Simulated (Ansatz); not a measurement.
Molecule: sum formula GeIF2 (charge 0, doublet). It need not be the lowest isomer of its formula. 
Geometry from a B3LYP-D3(BJ)/def2-TZVP (Ansatz, a first-principles code) optimisation:
SMILES: [I][Ge]([F])[F]
```xyz
4

F     -1.9235     1.3922    -0.2358
Ge    -1.1296     0.0186     0.4905
F     -1.9700    -1.3250    -0.2397
I      1.3432    -0.0227    -0.2154
```
Charge 0, spin multiplicity 2.

Dipole moments at this geometry, in debye (magnitudes).

| level | program | dipole (D) |
|---|---|---|
| PBE/def2-TZVPD | Ansatz | 2.00 |
| BLYP/def2-TZVPD | Ansatz | 2.09 |
| revPBE/def2-TZVPD | Ansatz | 1.97 |
| r2SCAN/def2-TZVPD | Ansatz | 2.04 |
| B97M-V/def2-TZVPD | Ansatz | 2.11 |
| B3LYP/def2-TZVPD | Ansatz | 2.23 |
| PBE0/def2-TZVPD | Ansatz | 2.17 |
| BHLYP/def2-TZVPD | Ansatz | 2.38 |
| r2SCANh/def2-TZVPD | Ansatz | 2.10 |
| r2SCAN0/def2-TZVPD | Ansatz | ___ |
| HSE06/def2-TZVPD | Ansatz | 2.16 |
| CAM-B3LYP/def2-TZVPD | Ansatz | 2.27 |
| wB97X-V/def2-TZVPD | Ansatz | 2.16 |
| CCSD(T)/def2-SVPD | Ansatz | ___ |

Task: Some entries are withheld; supply them.

Result: 
- r2SCAN0/def2-TZVPD, dipole (D): 2.19
- CCSD(T)/def2-SVPD, dipole (D): 2.30
